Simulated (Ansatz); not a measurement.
Spectroscopic constants of RuC, closed-shell singlet (the spin of the measured ground state, though multiplicity 3 came lower at CCSD(T)/def2-TZVPP on PBE0 minima). No spin–orbit coupling.

Seven points along R, fitted to fifth degree in 1/R; most abundant isotopes. Runs in def2 and cc sets follow the lowest solution found near the PBE0 minimum. The singlet is held restricted. HF and MP2 rows in def2 and cc sets belong to the determinant that coupled cluster picked by its CCSD energy.

Correlated levels freeze the inner cores; with def2 sets outer-core shells near the valence are correlated too.

Codes used: Ansatz (Gaussian basis) for Hartree–Fock, density functionals and correlated methods.  In def2 rows elements past Kr take small-core potentials, without spin–orbit coupling.

D_e counts from each atom's lowest state at the same level, without counterpoise or zero-point energy.

| level | r_e (Å) | ω_e (cm⁻¹) | ω_e x_e (cm⁻¹) | D_e (eV) | dipole (D) |
|---|---|---|---|---|---|
| HF/def2-TZVPP | 1.528 | 1347 | 4.0 | - | - |
| PBE/def2-TZVPP | 1.600 | ? | 4.4 | 6.98 | 4.03 |
| PBE0/def2-TZVPP | 1.573 | 1227 | 4.3 | 5.87 | 4.17 |
| wB97X-V/def2-TZVPP | 1.564 | 1266 | 4.1 | 6.10 | 4.34 |
| CCSD/def2-TZVPP | 1.581 | 1203 | 4.7 | 5.26 | - |
| CCSD(T)/def2-TZVPP | ? | ? | 4.4 | 6.06 | - |

### Question
Some entries are withheld; supply them.

### Answer

- CCSD(T)/def2-TZVPP, r_e (Å): 1.603
- CCSD(T)/def2-TZVPP, ω_e (cm⁻¹): 1133
- PBE/def2-TZVPP, ω_e (cm⁻¹): 1159

Doubts at one or more of the structures used: a restricted determinant that unrestricted orbitals would lower (HF/def2-TZVPP, CCSD/def2-TZVPP, CCSD(T)/def2-TZVPP).

Ansatz is a first-principles code.
